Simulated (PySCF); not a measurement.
Identify the unknown among the candidates.

All candidates are C8H8O4.

- NMR, other nuclei: isotropic shieldings of nuclei other than C and H, by class: -141 (1 O), -134 (1 O), 36 (1 O), 227 (1 O) ppm [GIAO PBE0/pcSseg-1]
- Rotational structure: rotational constants A, B, C: 1.567, 0.763, 0.536 GHz [GFN2-xTB]
- 13C NMR: chemical shifts (computed TMS as zero) by class: 169.2 (1 C), 167.5 (1 C), 160.3 (1 C), 128.6 (1 C), 61.3 (1 C), 12.1 (2 C), 10.9 (1 C) ppm [GIAO PBE0/pcSseg-1]
- Dipole: 4.48 D [PBE0/pcSseg-1]
- 1H NMR: chemical shifts (computed TMS as zero) by class: 4.45 (3 H), 1.83 (1 H), 1.44 (2 H), 1.02 (2 H) ppm [GIAO PBE0/pcSseg-1]

The electronic properties come from PySCF, for the isolated species, density fitting. Levels stand in brackets. The structure is a single GFN2-xTB conformer in the gas phase; no vibrational or solvent corrections. NMR classes are plain means over equivalent atoms (diastereotopic ones count apart unless rotation or inversion swaps them), as if these changed places fast.

**Question.** Which candidate is it?
A. `C=C(COC)C1=CC(=O)OC1=O`
B. `COC1=C(C2CC2)C(=O)OC1=O`
C. `C=C[C@@H]1OC(=O)C(=O)O[C@H]1C=C`

**Answer.** B. It is `COC1=C(C2CC2)C(=O)OC1=O`. Numbering: `[CH3:1][O:2][C:3]1=[C:4]([CH:5]2[CH2:6][CH2:7]2)[C:8](=[O:9])[O:10][C:11]1=[O:12]`. Its formula, C8H8O4, gives 5 degrees of unsaturation: 2 rings and 3 π bonds in the structure found. 8 carbons fall into 7 classes; from least to most shielded: anhydride carbonyl carbon [C8] (169.2 ppm), anhydride carbonyl carbon [C11] (167.5 ppm), vinylic carbon bearing oxygen [C3] (160.3 ppm), fully substituted alkene carbon [C4] (128.6 ppm), methoxy carbon [C1] (61.3 ppm), three-membered-ring carbon [C6/C7] (12.1 ppm, 2 C), allylic carbon [C5] (10.9 ppm). Hydrogen classes from least to most shielded: 3 H on a methoxy carbon, C1 (4.45 ppm), 1 H on an allylic carbon, C5 (1.83 ppm), 2 H on 2 three-membered-ring carbons, C6/C7 (1.44 ppm), 2 H on 2 three-membered-ring carbons, C6/C7 (1.02 ppm). The other shieldings belong to: -141 ppm, anhydride carbonyl oxygen [O12]; -134 ppm, anhydride carbonyl oxygen [O9]; 36 ppm, anhydride bridging oxygen [O10]; 227 ppm, ether oxygen [O2]. By its constants the optimised geometry is an asymmetric top.

The others, at the same levels:
- `C=C[C@@H]1OC(=O)C(=O)O[C@H]1C=C` fails: it has 4 carbon classes against 7; its computed 13C shifts are 160.0 (2 C), 140.7 (2 C), 129.5 (2 C), 78.8 (2 C) ppm, 1H shifts are 6.18 (2 H), 6.00 (2 H), 5.90 (2 H), 5.10 (2 H) ppm and rotational constant A is 1.219 GHz (against 1.567 GHz).
- `C=C(COC)C1=CC(=O)OC1=O` fails: it has 8 carbon classes against 7; its computed 13C shifts are 172.5 (1 C), 171.2 (1 C), 148.6 (1 C), 142.5 (1 C), 140.7 (1 C), 133.6 (1 C), 80.8 (1 C), 61.0 (1 C) ppm, 1H shifts are 7.63 (1 H), 6.75 (1 H), 6.33 (1 H), 4.12 (2 H), 3.65 (3 H) ppm and rotational constant A is 1.389 GHz (against 1.567 GHz).

Each candidate is one conformer, not necessarily the lowest. The conformers computed, where there is a choice (atom-mapped SMILES and torsion angles):
- `[CH3:1][O:2][C:3]1=[C:4]([CH:5]2[CH2:6][CH2:7]2)[C:8](=[O:9])[O:10][C:11]1=[O:12]`: C1–O2–C3–C4 -179°, C3–C4–C5–C6 144°
- `[CH2:1]=[CH:2][C@@H:3]1[O:4][C:5](=[O:6])[C:7](=[O:8])[O:9][C@H:10]1[CH:11]=[CH2:12]`: C1–C2–C3–O4 133°, O9–C10–C11–C12 7°
- `[CH2:1]=[C:2]([CH2:3][O:4][CH3:5])[C:6]1=[CH:7][C:8](=[O:9])[O:10][C:11]1=[O:12]`: C1–C2–C3–O4 -120°, C2–C3–O4–C5 179°, C1–C2–C6–C7 174°
